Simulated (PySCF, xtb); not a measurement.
B₂F₃, SMILES F[B]B(F)F, multiplicity 2. The values are those of a single conformer.

Harmonic wavenumbers (cm⁻¹) from xtb with GFN2-xTB at its own minimum, in rising order: 82, 92, 374, 402, 434, 626, 1121, 1147, 1632.

Problem. What does PBE-D3(BJ)/def2-SVP run with PySCF give at its own minimum? (Estimate from the structure and the level; the computed values follow.)

Solution. 118, 202, 357, 398, 553, 656, 1178, 1341, 1486. Paired by order, the mean absolute difference is 79 cm⁻¹ and the zero-point energies are 8.4 and 9.0 kcal/mol.
